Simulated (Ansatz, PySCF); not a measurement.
Potential energy curve for SMILES [Li][CH3]. The C1–Li5 bond (C1 also carries H, H, H; Li5 carries nothing else) is varied alone, starting from the PBE0/def2-TZVP optimised geometry.

Levels: UHF/def2-TZVP (PySCF); RHF/def2-TZVP (PySCF); UKS-r2SCAN = PySCF 2.14.0 with unrestricted r2SCAN/def2-TZVP; RKS-r2SCAN = restricted r2SCAN/def2-TZVP in PySCF; UKS-PBE0 = unrestricted PBE0/def2-TZVP (PySCF); RKS-PBE0 = restricted PBE0/def2-TZVP (PySCF); UKS-BHandHLYP = unrestricted BHandHLYP/def2-TZVP run with PySCF; RKS-BHandHLYP = restricted BHandHLYP/def2-TZVP (PySCF 2.14.0); UKS-PBE = Ansatz (an electronic-structure program) with unrestricted PBE/def2-TZVP; RKS-PBE = restricted PBE/def2-TZVP (Ansatz); UKS-B3LYP/6-31G* = unrestricted B3LYP/6-31G*, spherical d (PySCF); RKS-B3LYP/6-31G* = restricted B3LYP/6-31G*, spherical d (PySCF 2.14.0); UKS-B3LYP/3-21G = unrestricted B3LYP/3-21G (PySCF); RKS-B3LYP/3-21G = restricted B3LYP/3-21G in PySCF.

Scanned distances (Å): 1.47, 1.57, 1.66, 1.79, 1.83, 1.90, 1.96, 2.00, 2.06, 2.14, 2.27, 2.42, 2.67, 2.98, 3.26, 3.52, 3.91, 4.27, 4.83, 5.28, 5.85, 6.82.

Problem. Where does the unrestricted solution first break spin symmetry (<S²> of 0.01 or more)?

Solution. UHF: between 2.42 and 2.67 Å; UKS-r2SCAN: between 2.67 and 2.98 Å; UKS-PBE0: between 2.67 and 2.98 Å; UKS-BHandHLYP: between 2.67 and 2.98 Å; UKS-PBE: between 2.98 and 3.26 Å; UKS-B3LYP/6-31G*: between 2.67 and 2.98 Å; UKS-B3LYP/3-21G: between 2.67 and 2.98 Å.

| R / Å | <S²> UHF | E(RHF) − E(UHF) / kcal/mol | <S²> UKS-r2SCAN | E(RKS-r2SCAN) − E(UKS-r2SCAN) / kcal/mol | <S²> UKS-PBE0 | E(RKS-PBE0) − E(UKS-PBE0) / kcal/mol | <S²> UKS-BHandHLYP | E(RKS-BHandHLYP) − E(UKS-BHandHLYP) / kcal/mol | <S²> UKS-PBE | E(RKS-PBE) − E(UKS-PBE) / kcal/mol | <S²> UKS-B3LYP/6-31G* | E(RKS-B3LYP/6-31G*) − E(UKS-B3LYP/6-31G*) / kcal/mol | <S²> UKS-B3LYP/3-21G | E(RKS-B3LYP/3-21G) − E(UKS-B3LYP/3-21G) / kcal/mol |
|---|---|---|---|---|---|---|---|---|---|---|---|---|---|---|
| 1.47 | 0.00 | 0.0 | 0.00 | 0.0 | 0.00 | 0.0 | 0.00 | 0.0 | 0.00 | 0.0 | 0.00 | 0.0 | 0.00 | 0.0 |
| 1.57 | 0.00 | 0.0 | 0.00 | 0.0 | 0.00 | 0.0 | 0.00 | 0.0 | 0.00 | 0.0 | 0.00 | 0.0 | 0.00 | 0.0 |
| 1.66 | 0.00 | 0.0 | 0.00 | 0.0 | 0.00 | 0.0 | 0.00 | 0.0 | 0.00 | 0.0 | 0.00 | 0.0 | 0.00 | 0.0 |
| 1.79 | 0.00 | 0.0 | 0.00 | 0.0 | 0.00 | 0.0 | 0.00 | 0.0 | 0.00 | 0.0 | 0.00 | 0.0 | 0.00 | 0.0 |
| 1.83 | 0.00 | 0.0 | 0.00 | 0.0 | 0.00 | 0.0 | 0.00 | 0.0 | 0.00 | 0.0 | 0.00 | 0.0 | 0.00 | 0.0 |
| 1.90 | 0.00 | 0.0 | 0.00 | 0.0 | 0.00 | 0.0 | 0.00 | 0.0 | 0.00 | 0.0 | 0.00 | 0.0 | 0.00 | 0.0 |
| 1.96 | 0.00 | 0.0 | 0.00 | 0.0 | 0.00 | 0.0 | 0.00 | 0.0 | 0.00 | 0.0 | 0.00 | 0.0 | 0.00 | 0.0 |
| 2.00 | 0.00 | 0.0 | 0.00 | 0.0 | 0.00 | 0.0 | 0.00 | 0.0 | 0.00 | 0.0 | 0.00 | 0.0 | 0.00 | 0.0 |
| 2.06 | 0.00 | 0.0 | 0.00 | 0.0 | 0.00 | 0.0 | 0.00 | 0.0 | 0.00 | 0.0 | 0.00 | 0.0 | 0.00 | 0.0 |
| 2.14 | 0.00 | 0.0 | 0.00 | 0.0 | 0.00 | 0.0 | 0.00 | 0.0 | 0.00 | 0.0 | 0.00 | 0.0 | 0.00 | 0.0 |
| 2.27 | 0.00 | 0.0 | 0.00 | 0.0 | 0.00 | 0.0 | 0.00 | 0.0 | 0.00 | 0.0 | 0.00 | 0.0 | 0.00 | 0.0 |
| 2.42 | 0.00 | 0.0 | 0.00 | 0.0 | 0.00 | 0.0 | 0.00 | 0.0 | 0.00 | 0.0 | 0.00 | 0.0 | 0.00 | 0.0 |
| 2.67 | 0.46 | 1.3 | 0.00 | 0.0 | 0.00 | 0.0 | 0.00 | 0.0 | 0.00 | 0.0 | 0.00 | 0.0 | 0.00 | 0.0 |
| 2.98 | 0.78 | 9.2 | 0.14 | 0.3 | 0.04 | 0.0 | 0.04 | 0.0 | 0.00 | 0.0 | 0.04 | 0.0 | 0.08 | 0.0 |
| 3.26 | 0.88 | 17.7 | 0.35 | 1.7 | 0.33 | 1.2 | 0.44 | 2.0 | 0.17 | 0.3 | 0.34 | 1.1 | 0.35 | 1.2 |
| 3.52 | 0.93 | 25.5 | 0.51 | 3.7 | 0.52 | 3.5 | 0.64 | 5.4 | 0.34 | 1.2 | 0.52 | 3.1 | 0.52 | 3.1 |
| 3.91 | 0.97 | 36.3 | 0.68 | 7.2 | 0.71 | 7.8 | 0.81 | 11.5 | 0.54 | 3.2 | 0.70 | 7.0 | 0.71 | 6.9 |
| 4.27 | 0.99 | 45.2 | 0.79 | 10.4 | 0.83 | 11.9 | 0.90 | 17.1 | 0.66 | 5.3 | 0.81 | 10.8 | 0.81 | 10.6 |
| 4.83 | 1.00 | 56.7 | 0.89 | 14.8 | 0.93 | 17.7 | 0.97 | 24.8 | 0.79 | 8.4 | 0.91 | 16.2 | 0.91 | 15.9 |
| 5.28 | 1.01 | 64.1 | 0.94 | 17.5 | 0.97 | 21.6 | 0.99 | 29.8 | 0.84 | 10.5 | 0.96 | 19.9 | 0.96 | 19.4 |
| 5.85 | 1.01 | 71.6 | 0.97 | 20.2 | 0.99 | 25.3 | 1.00 | 34.7 | 0.89 | 12.4 | 0.99 | 23.6 | 0.98 | 23.1 |
| 6.82 | 1.01 | 80.6 | 1.00 | 22.9 | 1.00 | 29.4 | 1.00 | 40.3 | 0.92 | 14.4 | 1.00 | 27.6 | 1.00 | 27.4 |
